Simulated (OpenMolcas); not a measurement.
## N2+, P2+, Bi2+: ns2 np down the group

* Program: OpenMolcas
* Method: MS-CASPT2, IPEA 0.25 Eh, imaginary shift 0.1 Eh
* Basis: ANO-R2
* Scalar Hamiltonian: X2C, finite nucleus
* Spin-orbit coupling: RASSI with atomic mean-field integrals over the reference wave functions, term energies averaged over their components

Active space for each ion: 3 electrons in 8 orbitals (s p s p); closed shells correlated by CASPT2: N2+ 1s; P2+ 2s 2p; Bi2+ 5d.

Computed levels in cm-1 above 2P* 1/2:

```csv
Level,N2+,P2+,Bi2+
2P* 3/2,168,499,18770
weight of 2P* in the lowest level (%),100,100,99
```

Measured, with the error of the calculation in %. Measured levels: N2+ from Moore, Selected Tables of Atomic Spectra, NSRDS-NBS 3, section 5; P2+ from Martin, Zalubas and Musgrove, J. Phys. Chem. Ref. Data 14, 751 (1985); Bi2+ from Moore, Atomic Energy Levels, vol. III, NSRDS-NBS 35 (1971 reprint of NBS Circular 467, 1958).

```tsv
Level	N2+	P2+	Bi2+
2P* 3/2	174 (-3.5)	559 (-10.8)	20788 (-9.7)
```

The fine-structure level 2P* 3/2 changes by a factor of 112 from N2+ to Bi2+.

Over all roots computed the reference weight is 0.86 to 0.99 in P2+, 0.86 to 0.94 in Bi2+; the roots of lowest weight are the least certain, and an intruder state may touch them. Active for correlation alone: 3p 3s; no level in the range computed is led by a configuration that fills them, so any true level of that kind is missing (holds for N2+). The run also gave levels led by 3s2 4p, which use shells meant for correlation; these and all levels above them are left out (holds for P2+). The run also gave levels led by 6s 6p 7s, 6s2 7p, 6s2 7s, which use shells meant for correlation; these and all levels above them are left out (holds for Bi2+). Measured partners are found by configuration, term and J. A level has none where our copy of the source lacks it or the pairing is in doubt (some pairs that miss far off the trend of their configuration count as doubtful), and it then counts in no deviation. Levels of configurations outside the active space are missing.

* marks odd parity.
